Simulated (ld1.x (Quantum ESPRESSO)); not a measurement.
Pseudopotential generation for Si: TM, PBE, non-relativistic.

ld1.x (Quantum ESPRESSO) 7.5 was run on this input:

```
&input
   title='Si', zed=14., rel=0, dft='PBE', iswitch=3,
   config='[Ne] 3s1.5 3p2.5',
   nld=2, rlderiv=2.05, eminld=-3.0, emaxld=5.0, deld=0.02
 /
 &inputp
   pseudotype=2, tm=.true., lloc=0,
   nlcc=.true.,
   file_pseudopw='Si.UPF', file_wfcaegen='ae.wfc', file_wfcncgen='nc.wfc', file_beta='beta', file_chi='chi'
 /
2
3P  2  1   2.50   0.00  1.90  1.90  0.0
3S  1  0   1.50   0.00  1.50  1.50  0.0
 &test
   configts(1)='3s1.5 3p2.5'
 /
```

Command:

```bash
ld1.x < Si.in > Si.out
```

Resulting log (shortened: banner, matrices, multipoles, cross overlaps and the repeated all-electron block are left out):

```
Program LD1 v.7.5
     --------------------------- All-electron run ----------------------------

     Si

     atomic number is 14.00
     dft =PBE   lsd =0 sic =0 latt =0  beta=0.20 tr2=1.0E-14
     Exchange-correlation= PBE
                           (   1   4   3   4   0   0   0)
     mesh =1141 r(mesh) = 100.57892 a.u. xmin = -7.00 dx = 0.01250
     1 Ry =  13.60569312 eV

     n l     nl                  e(Ry)          e(Ha)          e(eV)
     1 0     1S 1( 2.00)      -130.9782       -65.4891     -1782.0490
     2 0     2S 1( 2.00)       -10.2660        -5.1330      -139.6761
     2 1     2P 1( 6.00)        -7.0866        -3.5433       -96.4185
     3 0     3S 1( 1.50)        -0.8195        -0.4097       -11.1493
     3 1     3P 1( 2.50)        -0.3226        -0.1613        -4.3895

     final scf error:  7.0E-15 reached in  22 iterations

     Etot =    -578.159992 Ry,    -289.079996 Ha,   -7866.267433 eV

     Ekin =     577.296237 Ry,     288.648119 Ha,    7854.515448 eV
     Encl =   -1377.393845 Ry,    -688.696923 Ha,  -18740.397967 eV
     Eh   =     263.079070 Ry,     131.539535 Ha,    3579.373098 eV
     Exc  =     -41.141455 Ry,     -20.570728 Ha,    -559.758012 eV

     normalization and overlap integrals

     s(1S/1S) =  1.000000  <r> =   0.1116  <r2> =    0.0168  r(max) =   0.0732
     s(2S/2S) =  1.000000  <r> =   0.5697  <r2> =    0.3879  r(max) =   0.4543
     s(2P/2P) =  1.000000  <r> =   0.5379  <r2> =    0.3651  r(max) =   0.3861
     s(3S/3S) =  1.000000  <r> =   2.1540  <r2> =    5.4014  r(max) =   1.7967
     s(3P/3P) =  1.000000  <r> =   2.7482  <r2> =    9.0741  r(max) =   2.1403

     ------------------------ End of All-electron run ------------------------

     --------------------- Generating NC pseudopotential ---------------------

      Generating local pot.: lloc=0, matching radius rcloc =   1.5000

      Computing core charge for nlcc:

       r > 1.15 : true rho core
       r < 1.15 : rho core = a sin(br)/r    a=   2.62  b=   2.37

      Integrated core pseudo-charge :   1.60

      Wfc   3P  rcut= 1.889  Using Troullier-Martins method

     ------------------- End of pseudopotential generation -------------------

     Computing logarithmic derivative in   2.04871
     Computing logarithmic derivative in   2.04871
     Computing the partial wave expansion
       no projector for channel:   0
     R is outside the sphere for l=    1 j= 0.00

     ---------------------- Testing the pseudopotential ----------------------

     Si

     atomic number is 14.00   valence charge is  4.00
     dft =PBE   lsd =0 sic =0 latt =0  beta=0.20 tr2=1.0E-14
     mesh =1141 r(mesh) = 100.57892 xmin = -7.00 dx = 0.01250

     n l     nl             e AE (Ry)        e PS (Ry)    De AE-PS (Ry)
     1 0     3S   1( 1.50)       -0.81946       -0.81946       -0.00000
     2 1     3P   1( 2.50)       -0.32262       -0.32262       -0.00000

     eps = 5.6E-16  iter = 11

     Etot =    -578.159992 Ry,    -289.079996 Ha,   -7866.267433 eV
     Etotps =    -8.915599 Ry,      -4.457799 Ha,    -121.302901 eV

     Ekin =       2.745156 Ry,       1.372578 Ha,      37.349746 eV
     Encl =     -13.494360 Ry,      -6.747180 Ha,    -183.600122 eV
     Ehrt =       5.754880 Ry,       2.877440 Ha,      78.299130 eV
     Ecxc =      -3.752254 Ry,      -1.876127 Ha,     -51.052018 eV
     (Ecc =      -1.626890 Ry,      -0.813445 Ha,     -22.134971 eV)
     Epseu=      -0.169020 Ry,      -0.084510 Ha,      -2.299637 eV

     ---------------------- End of pseudopotential test ----------------------
```

Generation and configuration tests took about 1.9 s on one core of a shared server CPU.

Transferability test of the new file with ld1.x, input:

```
&input
   title='Si', zed=14., rel=0, dft='PBE', iswitch=2,
   config='[Ne] 3s1.5 3p2.5'
 /
 &test
   file_pseudo='Si.UPF', nconf=8,
   configts(1)='3s1.5 3p2.5',
   configts(2)='3s2 3p2',
   configts(3)='3s2 3p1',
   configts(4)='3s2 3p0',
   configts(5)='3s1 3p3',
   configts(6)='3s2 3p2.3',
   configts(7)='3s1 3p0',
   configts(8)='3s2 3p1.5'
 /
```

```bash
ld1.x < Si.test.in > Si.test.out
```

Pseudopotential blocks of its output, shortened (energy terms left out):

```
     ---------------------- Testing the pseudopotential ----------------------

     n l     nl             e AE (Ry)        e PS (Ry)    De AE-PS (Ry)
     1 0     3S   1( 1.50)       -0.81946       -0.81946       -0.00000
     2 1     3P   1( 2.50)       -0.32262       -0.32262       -0.00000

     eps = 6.8E-16  iter = 11

     Etot =    -578.159992 Ry,    -289.079996 Ha,   -7866.267431 eV
     Etotps =    -8.915599 Ry,      -4.457799 Ha,    -121.302901 eV

     ---------------------- End of pseudopotential test ----------------------

          ---------------------- Testing the pseudopotential ----------------------

     n l     nl             e AE (Ry)        e PS (Ry)    De AE-PS (Ry)
     1 0     3S   1( 2.00)       -0.79146       -0.79155        0.00009
     2 1     3P   1( 2.00)       -0.30064       -0.30075        0.00012

     eps = 1.2E-15  iter = 11

     Etot =    -578.406931 Ry,    -289.203465 Ha,   -7869.627199 eV
     Etotps =    -9.162530 Ry,      -4.581265 Ha,    -124.662568 eV
     dEtot_ae =      -0.246938 Ry
     dEtot_ps =      -0.246931 Ry,   Delta E=      -0.000007 Ry

     ---------------------- End of pseudopotential test ----------------------

          ---------------------- Testing the pseudopotential ----------------------

     n l     nl             e AE (Ry)        e PS (Ry)    De AE-PS (Ry)
     1 0     3S   1( 2.00)       -1.39536       -1.39458       -0.00077
     2 1     3P   1( 1.00)       -0.85753       -0.85712       -0.00041

     eps = 6.5E-16  iter =  9

     Etot =    -577.837248 Ry,    -288.918624 Ha,   -7861.876273 eV
     Etotps =    -8.592920 Ry,      -4.296460 Ha,    -116.912634 eV
     dEtot_ae =       0.322744 Ry
     dEtot_ps =       0.322679 Ry,   Delta E=       0.000065 Ry

     ---------------------- End of pseudopotential test ----------------------

          ---------------------- Testing the pseudopotential ----------------------

     n l     nl             e AE (Ry)        e PS (Ry)    De AE-PS (Ry)
     1 0     3S   1( 2.00)       -2.09304       -2.09032       -0.00272
     2 1     3P   1( 0.00)       -1.50788       -1.50604       -0.00184

     eps = 6.4E-16  iter = 11

     Etot =    -576.660891 Ry,    -288.330446 Ha,   -7845.871124 eV
     Etotps =    -7.417623 Ry,      -3.708812 Ha,    -100.921904 eV
     dEtot_ae =       1.499101 Ry
     dEtot_ps =       1.497976 Ry,   Delta E=       0.001125 Ry

     ---------------------- End of pseudopotential test ----------------------

          ---------------------- Testing the pseudopotential ----------------------

     n l     nl             e AE (Ry)        e PS (Ry)    De AE-PS (Ry)
     1 0     3S   1( 1.00)       -0.84581       -0.84572       -0.00009
     2 1     3P   1( 3.00)       -0.34342       -0.34330       -0.00012

     eps = 2.7E-15  iter =  9

     Etot =    -577.910164 Ry,    -288.955082 Ha,   -7862.868345 eV
     Etotps =    -8.665766 Ry,      -4.332883 Ha,    -117.903749 eV
     dEtot_ae =       0.249828 Ry
     dEtot_ps =       0.249833 Ry,   Delta E=      -0.000005 Ry

     ---------------------- End of pseudopotential test ----------------------

          ---------------------- Testing the pseudopotential ----------------------

     n l     nl             e AE (Ry)        e PS (Ry)    De AE-PS (Ry)
     1 0     3S   1( 2.00)       -0.63640       -0.63656        0.00016
     2 1     3P   1( 2.30)       -0.15878       -0.15891        0.00013

     eps = 4.1E-16  iter = 11

     Etot =    -578.475486 Ry,    -289.237743 Ha,   -7870.559948 eV
     Etotps =    -9.231122 Ry,      -4.615561 Ha,    -125.595816 eV
     dEtot_ae =      -0.315494 Ry
     dEtot_ps =      -0.315523 Ry,   Delta E=       0.000029 Ry

     ---------------------- End of pseudopotential test ----------------------

          ---------------------- Testing the pseudopotential ----------------------

     n l     nl             e AE (Ry)        e PS (Ry)    De AE-PS (Ry)
     1 0     3S   1( 1.00)       -2.89618       -2.88985       -0.00633  !
     2 1     3P   1( 0.00)       -2.26275       -2.25818       -0.00458

     eps = 2.6E-15  iter =  6

     Etot =    -574.169162 Ry,    -287.084581 Ha,   -7811.969423 eV
     Etotps =    -4.930311 Ry,      -2.465155 Ha,     -67.080292 eV
     dEtot_ae =       3.990830 Ry
     dEtot_ps =       3.985288 Ry,   Delta E=       0.005542 Ry

     ---------------------- End of pseudopotential test ----------------------

          ---------------------- Testing the pseudopotential ----------------------

     n l     nl             e AE (Ry)        e PS (Ry)    De AE-PS (Ry)
     1 0     3S   1( 2.00)       -1.07906       -1.07885       -0.00021
     2 1     3P   1( 1.50)       -0.56500       -0.56497       -0.00004

     eps = 4.4E-15  iter =  9

     Etot =    -578.191828 Ry,    -289.095914 Ha,   -7866.700585 eV
     Etotps =    -8.947399 Ry,      -4.473699 Ha,    -121.735558 eV
     dEtot_ae =      -0.031836 Ry
     dEtot_ps =      -0.031800 Ry,   Delta E=      -0.000036 Ry

     ---------------------- End of pseudopotential test ----------------------
```
